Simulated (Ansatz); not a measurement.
Computed with Ansatz on PBE0-D4/def2-TZVP structures; ΔE is electronic, products minus reactants. CBS: MP2 limit from def2 TZ/QZ plus the TZ coupled-cluster correction, frozen cores. This one scheme is used for every species. DFT in def2-TZVPP. B3LYP here is the variant with VWN-RPA as its local correlation; programs differ in this. One conformer a species, not always the lowest.

Reaction (hydrogenolysis of a C–F bond): `N[Si@@H]1S[C@@H]1F` + H₂ → `N[SiH]1CS1` + H–F

| level | ΔE (kJ/mol) |
| --- | --- |
| r2SCAN-D4 | -98.8 |
| PBE0-D4 | -108.9 |
| ωB97X-V | -103.6 |
| B3LYP | -103.9 |
| HF/def2-TZVPP | -122.9 |
| CCSD(T)/def2-TZVPP | -116.5 |
| HF/def2-QZVPP | -123.0 |
| HF/CBS(def2) | -123.0 |

Task: What does CCSD(T)/CBS give? (Estimate.)

Result: Computed: -118.2 kJ/mol. The listed levels differ from it by 19.4, 9.3, 14.6, 14.3, -4.7, 1.7, -4.8, -4.8 kJ/mol.

Largest T1 diagnostic among the species: 0.013.

From PBE to PBE0 (25 % exact exchange), in def2-TZVPP and without D4, ΔE moves by −12.7 kJ/mol.
